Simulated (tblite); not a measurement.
Record of a relaxation.

C₆H₆Cl₂.
SMILES with atom numbers: `[Cl:1][C:2]1=[CH:3][C@@H:4]2[CH2:5][C@@H:6]2[C@H:7]1[Cl:8]` (hydrogens: H9 on C3; H10 on C4; H11, H12 on C5; H13 on C6; H14 on C7)

Computed with GFN2-xTB (tblite), gas phase: L-BFGS steps from a force-field or distance-geometry start until the largest atomic force falls under 0.01 eV/Å. 14 of its 49 geometries are shown.

Step 0: E = -679.0518 eV, largest atomic force 2.572 eV/Å
```
atom  x, y, z in Å  |  force x, y, z in eV/Å
Cl1     2.943   -0.990   -0.922   -1.196   0.494   0.335
C2      1.316   -0.529   -0.349    1.577  -1.019  -0.137
C3      0.397   -1.400    0.036   -0.084  -1.405  -0.742
C4     -0.845   -0.716    0.459    0.342  -1.420   2.117
C5     -1.570    0.288   -0.344   -0.953   1.176  -0.100
C6     -0.427    0.726    0.523   -1.026   1.026   1.108
C7      0.864    0.874   -0.220    0.170   0.397  -0.946
Cl8     2.042    1.928    0.585   -0.036   0.067  -0.105
H9      0.564   -2.490    0.005   -0.387   0.805   0.079
H10    -1.339   -1.166    1.371    0.329   0.417  -1.233
H11    -2.567    0.603    0.050    0.788  -0.541  -0.656
H12    -1.430    0.406   -1.427   -0.234  -0.364   0.624
H13    -0.603    1.261    1.484    0.248  -0.090  -1.117
H14     0.655    1.204   -1.273    0.462   0.459   0.774
```

Step 4: E = -679.3975 eV, largest atomic force 0.485 eV/Å
```
atom  x, y, z in Å  |  force x, y, z in eV/Å
Cl1     2.890   -0.959   -0.913    0.305   0.018  -0.183
C2      1.345   -0.570   -0.338   -0.131   0.395  -0.098
C3      0.388   -1.424   -0.010   -0.292  -0.352   0.161
C4     -0.803   -0.719    0.508   -0.264  -0.081   0.001
C5     -1.569    0.304   -0.317   -0.068  -0.223  -0.010
C6     -0.440    0.742    0.532    0.263   0.094   0.157
C7      0.866    0.856   -0.230    0.208   0.223   0.012
Cl8     2.038    1.932    0.573    0.045  -0.021   0.021
H9      0.532   -2.487    0.009   -0.251  -0.103  -0.059
H10    -1.342   -1.167    1.330    0.021  -0.106  -0.010
H11    -2.558    0.569    0.015   -0.152  -0.168   0.040
H12    -1.447    0.373   -1.384    0.047  -0.227  -0.116
H13    -0.592    1.294    1.441    0.064   0.392  -0.053
H14     0.691    1.255   -1.237    0.204   0.159   0.137
```

Step 7: E = -679.4597 eV, largest atomic force 0.381 eV/Å
```
atom  x, y, z in Å  |  force x, y, z in eV/Å
Cl1     2.894   -0.939   -0.930   -0.088   0.014  -0.058
C2      1.327   -0.568   -0.343    0.140  -0.142  -0.208
C3      0.369   -1.438   -0.019    0.166   0.166   0.122
C4     -0.804   -0.717    0.522   -0.015  -0.012   0.080
C5     -1.567    0.285   -0.304   -0.016   0.100  -0.084
C6     -0.423    0.750    0.542   -0.369  -0.050  -0.080
C7      0.883    0.865   -0.221   -0.129  -0.012   0.050
Cl8     2.049    1.935    0.575    0.243   0.015   0.249
H9      0.484   -2.509    0.001   -0.136   0.134  -0.117
H10    -1.347   -1.187    1.321   -0.021  -0.078   0.225
H11    -2.575    0.530    0.004    0.082  -0.077   0.105
H12    -1.448    0.323   -1.373    0.107  -0.153  -0.131
H13    -0.579    1.365    1.414    0.015   0.093  -0.087
H14     0.735    1.306   -1.210    0.022   0.001  -0.067
```

Step 11: E = -679.5023 eV, largest atomic force 0.326 eV/Å
```
atom  x, y, z in Å  |  force x, y, z in eV/Å
Cl1     2.885   -0.926   -0.960   -0.042  -0.027  -0.122
C2      1.325   -0.566   -0.368   -0.116   0.150   0.148
C3      0.373   -1.423   -0.002   -0.116  -0.001   0.007
C4     -0.806   -0.714    0.548    0.051   0.062   0.051
C5     -1.568    0.270   -0.313    0.024  -0.178   0.013
C6     -0.444    0.758    0.535    0.232   0.072  -0.026
C7      0.881    0.869   -0.210    0.132   0.096  -0.021
Cl8     2.086    1.920    0.620   -0.155  -0.279   0.068
H9      0.428   -2.497   -0.027    0.059   0.049  -0.054
H10    -1.347   -1.207    1.348    0.124   0.163  -0.016
H11    -2.574    0.491    0.011    0.018   0.027  -0.073
H12    -1.432    0.260   -1.385   -0.018  -0.070   0.053
H13    -0.576    1.424    1.375   -0.164  -0.050  -0.070
H14     0.768    1.338   -1.194   -0.029  -0.013   0.043
```

Step 15: E = -679.5481 eV, largest atomic force 0.263 eV/Å
```
atom  x, y, z in Å  |  force x, y, z in eV/Å
Cl1     2.839   -0.916   -1.036   -0.025  -0.040  -0.121
C2      1.309   -0.543   -0.372    0.058  -0.119  -0.122
C3      0.364   -1.395    0.016    0.078  -0.107  -0.092
C4     -0.783   -0.686    0.600   -0.041  -0.071  -0.100
C5     -1.555    0.219   -0.317   -0.007   0.188  -0.002
C6     -0.440    0.783    0.509   -0.132  -0.036   0.091
C7      0.897    0.888   -0.199   -0.079  -0.021   0.012
Cl8     2.103    1.824    0.719    0.034   0.066   0.141
H9      0.377   -2.460   -0.083    0.169  -0.189   0.069
H10    -1.312   -1.180    1.399    0.036   0.160   0.192
H11    -2.561    0.450   -0.003   -0.040   0.075  -0.111
H12    -1.415    0.150   -1.385   -0.026  -0.076   0.009
H13    -0.626    1.486    1.300   -0.115   0.064   0.078
H14     0.803    1.380   -1.169    0.090   0.107  -0.046
```

Step 18: E = -679.5797 eV, largest atomic force 0.250 eV/Å
```
atom  x, y, z in Å  |  force x, y, z in eV/Å
Cl1     2.805   -0.921   -1.111   -0.076   0.015  -0.058
C2      1.300   -0.539   -0.387   -0.055  -0.019  -0.182
C3      0.365   -1.399    0.012    0.032   0.048   0.014
C4     -0.776   -0.678    0.616    0.029   0.028   0.054
C5     -1.548    0.208   -0.320   -0.065  -0.034  -0.036
C6     -0.445    0.795    0.505   -0.065  -0.028  -0.149
C7      0.902    0.902   -0.192   -0.113  -0.217   0.003
Cl8     2.105    1.760    0.805    0.025   0.118   0.039
H9      0.387   -2.467   -0.105    0.092   0.023   0.135
H10    -1.274   -1.121    1.462   -0.009   0.008   0.058
H11    -2.560    0.446   -0.035   -0.076   0.073  -0.022
H12    -1.409    0.072   -1.381    0.050   0.047  -0.030
H13    -0.687    1.523    1.268    0.101  -0.116  -0.032
H14     0.835    1.419   -1.159    0.129   0.053   0.207
```

Step 22: E = -679.6020 eV, largest atomic force 0.193 eV/Å
```
atom  x, y, z in Å  |  force x, y, z in eV/Å
Cl1     2.774   -0.920   -1.170   -0.054   0.003  -0.080
C2      1.283   -0.542   -0.423   -0.008   0.036   0.094
C3      0.363   -1.399    0.016   -0.025   0.011   0.065
C4     -0.774   -0.673    0.630   -0.075  -0.046  -0.041
C5     -1.558    0.190   -0.327    0.020  -0.035  -0.006
C6     -0.455    0.795    0.484    0.046  -0.030   0.027
C7      0.898    0.890   -0.187    0.095   0.167  -0.014
Cl8     2.101    1.739    0.855   -0.105  -0.115  -0.021
H9      0.410   -2.468   -0.085   -0.017   0.026   0.114
H10    -1.254   -1.087    1.504   -0.008  -0.039  -0.054
H11    -2.572    0.456   -0.061    0.056  -0.033  -0.017
H12    -1.400    0.037   -1.384   -0.014   0.015   0.001
H13    -0.699    1.524    1.243    0.074  -0.040  -0.011
H14     0.880    1.457   -1.117    0.015   0.080  -0.058
```

Step 26: E = -679.6125 eV, largest atomic force 0.135 eV/Å
```
atom  x, y, z in Å  |  force x, y, z in eV/Å
Cl1     2.732   -0.918   -1.235   -0.019  -0.007  -0.039
C2      1.272   -0.532   -0.430    0.020  -0.011  -0.048
C3      0.363   -1.391    0.031    0.060  -0.002  -0.001
C4     -0.775   -0.670    0.641    0.078   0.042   0.007
C5     -1.555    0.171   -0.334    0.019   0.055  -0.020
C6     -0.455    0.796    0.469   -0.030   0.050  -0.006
C7      0.905    0.905   -0.188   -0.092  -0.091  -0.039
Cl8     2.087    1.690    0.906    0.050   0.012   0.087
H9      0.413   -2.459   -0.058    0.017  -0.022   0.081
H10    -1.241   -1.071    1.527   -0.054  -0.035  -0.055
H11    -2.567    0.447   -0.082   -0.021  -0.023   0.024
H12    -1.393   -0.002   -1.386    0.008   0.001  -0.040
H13    -0.702    1.530    1.216   -0.007   0.051   0.067
H14     0.916    1.504   -1.100   -0.027  -0.022  -0.018
```

Step 30: E = -679.6187 eV, largest atomic force 0.104 eV/Å
```
atom  x, y, z in Å  |  force x, y, z in eV/Å
Cl1     2.718   -0.920   -1.261    0.023   0.009  -0.031
C2      1.271   -0.532   -0.437   -0.021  -0.014  -0.027
C3      0.373   -1.391    0.041   -0.029   0.006   0.007
C4     -0.771   -0.668    0.635   -0.024   0.011   0.005
C5     -1.553    0.178   -0.341    0.001  -0.025   0.018
C6     -0.458    0.800    0.467    0.016   0.007   0.020
C7      0.898    0.902   -0.196    0.077   0.045   0.054
Cl8     2.080    1.681    0.921   -0.016  -0.047  -0.040
H9      0.428   -2.463   -0.010    0.032   0.011   0.015
H10    -1.254   -1.079    1.509   -0.017   0.017  -0.040
H11    -2.567    0.444   -0.083    0.009  -0.034  -0.004
H12    -1.392    0.009   -1.395    0.011   0.032   0.031
H13    -0.690    1.526    1.231   -0.035   0.023  -0.038
H14     0.916    1.511   -1.103   -0.027  -0.041   0.028
```

Step 33: E = -679.6203 eV, largest atomic force 0.049 eV/Å
```
atom  x, y, z in Å  |  force x, y, z in eV/Å
Cl1     2.711   -0.918   -1.281   -0.022   0.014   0.000
C2      1.268   -0.531   -0.444    0.015   0.015   0.011
C3      0.373   -1.389    0.044    0.022   0.005  -0.006
C4     -0.769   -0.663    0.639   -0.013  -0.030  -0.011
C5     -1.550    0.174   -0.341    0.011   0.030  -0.004
C6     -0.458    0.805    0.466   -0.004  -0.025   0.012
C7      0.902    0.905   -0.192   -0.039  -0.029  -0.008
Cl8     2.079    1.665    0.934    0.032  -0.011  -0.016
H9      0.432   -2.460    0.000    0.011   0.006   0.004
H10    -1.256   -1.075    1.507   -0.026   0.001   0.029
H11    -2.566    0.436   -0.086    0.002  -0.015   0.005
H12    -1.388    0.003   -1.394    0.019   0.024   0.006
H13    -0.697    1.535    1.224   -0.013   0.012  -0.034
H14     0.919    1.514   -1.097    0.005   0.004   0.012
```

Step 37: E = -679.6211 eV, largest atomic force 0.027 eV/Å
```
atom  x, y, z in Å  |  force x, y, z in eV/Å
Cl1     2.704   -0.915   -1.292   -0.003   0.008  -0.001
C2      1.267   -0.530   -0.446   -0.013  -0.011   0.013
C3      0.375   -1.388    0.047   -0.014  -0.014   0.016
C4     -0.770   -0.665    0.640    0.002   0.008   0.013
C5     -1.548    0.175   -0.342   -0.005  -0.027  -0.001
C6     -0.458    0.804    0.468   -0.005   0.008  -0.003
C7      0.900    0.903   -0.191    0.013   0.016   0.003
Cl8     2.085    1.655    0.935    0.013  -0.006  -0.010
H9      0.438   -2.459    0.008    0.009  -0.016  -0.007
H10    -1.263   -1.074    1.507    0.005  -0.001  -0.007
H11    -2.566    0.429   -0.086    0.002   0.008  -0.007
H12    -1.383    0.006   -1.394    0.009   0.011  -0.013
H13    -0.702    1.541    1.216   -0.006   0.001   0.013
H14     0.920    1.516   -1.093   -0.009   0.015  -0.009
```

Step 41: E = -679.6214 eV, largest atomic force 0.012 eV/Å
```
atom  x, y, z in Å  |  force x, y, z in eV/Å
Cl1     2.703   -0.913   -1.291   -0.004   0.001   0.002
C2      1.266   -0.531   -0.444   -0.003   0.005  -0.007
C3      0.375   -1.389    0.049    0.005   0.003   0.001
C4     -0.770   -0.665    0.640    0.001  -0.001   0.000
C5     -1.548    0.174   -0.342    0.006   0.009  -0.001
C6     -0.459    0.803    0.469    0.002   0.000   0.003
C7      0.899    0.903   -0.191   -0.006  -0.004   0.000
Cl8     2.088    1.654    0.931    0.006   0.001  -0.005
H9      0.441   -2.461    0.009   -0.006   0.003   0.002
H10    -1.265   -1.075    1.506   -0.001  -0.002   0.004
H11    -2.565    0.430   -0.087    0.002  -0.001  -0.012
H12    -1.380    0.012   -1.396    0.003  -0.008   0.002
H13    -0.703    1.541    1.217    0.000  -0.005   0.006
H14     0.917    1.517   -1.093   -0.004  -0.001   0.005
```

Step 44: E = -679.6214 eV, largest atomic force 0.014 eV/Å
```
atom  x, y, z in Å  |  force x, y, z in eV/Å
Cl1     2.701   -0.912   -1.292    0.006  -0.002  -0.006
C2      1.265   -0.530   -0.445    0.002   0.000   0.003
C3      0.375   -1.389    0.050   -0.006   0.002  -0.006
C4     -0.770   -0.665    0.641    0.001   0.000   0.001
C5     -1.546    0.174   -0.342   -0.004  -0.004  -0.001
C6     -0.459    0.804    0.470    0.002  -0.006   0.011
C7      0.899    0.904   -0.190   -0.005  -0.004  -0.003
Cl8     2.091    1.652    0.930    0.003   0.003  -0.001
H9      0.441   -2.461    0.010   -0.002   0.009   0.004
H10    -1.265   -1.075    1.507    0.001   0.004  -0.004
H11    -2.564    0.429   -0.090   -0.007   0.004  -0.001
H12    -1.379    0.010   -1.396    0.012  -0.006  -0.002
H13    -0.704    1.541    1.218    0.001  -0.001   0.004
H14     0.916    1.518   -1.092   -0.003   0.001   0.001
```

Step 48: E = -679.6215 eV, largest atomic force 0.009 eV/Å
```
atom  x, y, z in Å  |  force x, y, z in eV/Å
Cl1     2.701   -0.912   -1.292   -0.003  -0.001  -0.001
C2      1.264   -0.530   -0.445    0.003   0.000   0.001
C3      0.375   -1.389    0.050    0.001  -0.001  -0.002
C4     -0.771   -0.666    0.641   -0.002   0.000  -0.001
C5     -1.546    0.175   -0.343    0.001   0.001   0.002
C6     -0.459    0.803    0.472   -0.003   0.004  -0.007
C7      0.898    0.903   -0.190    0.004   0.003   0.001
Cl8     2.093    1.653    0.926   -0.003   0.001   0.001
H9      0.441   -2.460    0.012   -0.001  -0.005  -0.001
H10    -1.266   -1.075    1.506   -0.003  -0.002   0.003
H11    -2.565    0.430   -0.093    0.002   0.000   0.000
H12    -1.375    0.011   -1.396    0.006   0.001   0.006
H13    -0.704    1.539    1.221    0.001  -0.001  -0.001
H14     0.913    1.518   -1.092   -0.004   0.000  -0.001
```

Problem. Summarise the path.

Solution. The energy falls by 13.14 kcal/mol from step 0 to step 48; nine tenths of that is first reached at step 17. It falls at every step. The largest force goes from 2.572 to 0.009 eV/Å. Among the bonds Cl1–C2 changes most, from 1.786 to 1.711 Å; the atoms move by 0.279 Å rms after alignment.

Problem. Follow the three bonds and two angles with the largest change from start to end.

Solution. 
| step | E above end (kcal/mol) | largest force (eV/Å) | Cl1–C2 (Å) | C4–H10 (Å) | C5–H11 (Å) | C3–C4–C5 (°) | C2–C7–H14 (°) |
| --- | --- | --- | --- | --- | --- | --- | --- |
| 0 | 13.14 | 2.572 | 1.786 | 1.131 | 1.117 | 124.9 | 104.7 |
| 2 | 6.88 | 0.582 | 1.721 | 1.077 | 1.078 | 122.9 | 106.6 |
| 4 | 5.16 | 0.485 | 1.693 | 1.080 | 1.077 | 122.4 | 109.2 |
| 6 | 4.17 | 0.337 | 1.706 | 1.075 | 1.081 | 122.0 | 110.5 |
| 8 | 3.39 | 0.289 | 1.718 | 1.076 | 1.082 | 121.3 | 110.3 |
| 10 | 2.97 | 0.280 | 1.712 | 1.082 | 1.081 | 120.6 | 110.0 |
| 13 | 2.19 | 0.325 | 1.704 | 1.083 | 1.080 | 118.2 | 110.4 |
| 15 | 1.69 | 0.263 | 1.709 | 1.078 | 1.079 | 116.7 | 110.6 |
| 17 | 1.17 | 0.352 | 1.714 | 1.076 | 1.078 | 115.7 | 110.6 |
| 19 | 0.81 | 0.231 | 1.711 | 1.079 | 1.078 | 115.4 | 110.7 |
| 21 | 0.56 | 0.225 | 1.709 | 1.080 | 1.080 | 115.0 | 111.2 |
| 23 | 0.38 | 0.127 | 1.712 | 1.078 | 1.081 | 114.2 | 111.8 |
| 25 | 0.26 | 0.144 | 1.713 | 1.078 | 1.080 | 113.8 | 112.5 |
| 27 | 0.16 | 0.110 | 1.710 | 1.079 | 1.078 | 114.0 | 113.1 |
| 29 | 0.09 | 0.103 | 1.709 | 1.080 | 1.079 | 114.4 | 113.3 |
| 31 | 0.05 | 0.060 | 1.711 | 1.078 | 1.080 | 114.5 | 113.1 |
| 33 | 0.03 | 0.049 | 1.712 | 1.077 | 1.079 | 114.3 | 113.0 |
| 35 | 0.02 | 0.041 | 1.712 | 1.078 | 1.079 | 114.2 | 113.0 |
| 38 | 0.01 | 0.032 | 1.711 | 1.078 | 1.080 | 114.3 | 113.1 |
| 40 | 0.00 | 0.015 | 1.711 | 1.078 | 1.079 | 114.3 | 113.2 |
| 42 | 0.00 | 0.014 | 1.711 | 1.078 | 1.079 | 114.3 | 113.2 |
| 44 | 0.00 | 0.014 | 1.711 | 1.078 | 1.079 | 114.3 | 113.2 |
| 46 | 0.00 | 0.012 | 1.711 | 1.078 | 1.079 | 114.3 | 113.2 |
| 48 | 0.00 | 0.009 | 1.711 | 1.078 | 1.079 | 114.2 | 113.2 |

Run on one thread of an Arm Neoverse V2, on a shared host.
